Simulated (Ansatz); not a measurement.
Species: HgCl (charge 0, doublet). SMILES of the parent species: [Cl][Hg]
Geometry: optimised at B3LYP-D3(BJ)/def2-TZVP (Ansatz, an electronic-structure program).

Wanted: atomisation energy, in kcal/mol. Terms: six Cartesian d functions in 6-31G* and its kin unless marked 5d; no spin-orbit coupling; LANL2DZ with its own core potentials from Na on; atomisation electronic, to ground-state atoms; open shells spin-unrestricted; valence correlation only (noble-gas shells and the d and f shells of earlier blocks); def2 sets with scalar-relativistic core potentials past Kr. First-principles rows: single points at B3LYP-D3(BJ) geometries (Ansatz). The spin state of an ion or metal species was assumed, not searched.

| level | program | atomisation energy (kcal/mol) |
|---|---|---|
| HF/6-31G* with LANL2DZ past Ar | Ansatz | 17.7 |
| SVWN5/6-31G* with LANL2DZ past Ar | Ansatz | 39.7 |
| PBE/LANL2DZ | Ansatz | 28.5 |
| PBE/def2-SVP | Ansatz | 24.7 |
| BLYP/6-31G* with LANL2DZ past Ar | Ansatz | 25.2 |
| B3LYP/def2-SVP | Ansatz | 19.2 |
| PBE0/6-31G* with LANL2DZ past Ar | Ansatz | 29.3 |
| MP2/LANL2DZ | Ansatz | 16.3 |
| MP2/6-31G* with LANL2DZ past Ar | Ansatz | 24.7 |
| PBE/def2-TZVPD | Ansatz | 26.6 |
| B3LYP/def2-TZVPD | Ansatz | 21.5 |
| wB97X-V/def2-TZVPD | Ansatz | 26.3 |

No value to compare with is used here. The 9 habitual levels span 16.3 (MP2/LANL2DZ) to 39.7 kcal/mol (SVWN5/6-31G* with LANL2DZ past Ar); PBE/def2-TZVPD gives 26.6.

The levels are drawn from those run, B3LYP/6-31G* more often than the rest, none by its result; runs whose electronic state is in doubt are left out.
